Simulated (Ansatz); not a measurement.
`F[SiH](F)S[SiH2]Cl`, charge 0, multiplicity 1.

Give a relaxed structure at PBE0-D4/def2-TZVP (the Gaussian-basis code of Ansatz). (An estimate is asked.)

Ansatz gave: 
Z-matrix (Å, degrees):
```
Si
F 1 1.584
S 1 2.106 2 111.2
F 1 1.584 2 105.8 3 -120.4
H 1 1.470 2 109.0 3 121.3
Si 3 2.140 1 98.7 2 -70.8
Cl 6 2.043 3 111.5 1 -91.4
H 6 1.476 3 106.0 1 151.0
H 6 1.477 3 110.1 1 29.0
```
This is one stationary point; other conformers may exist.
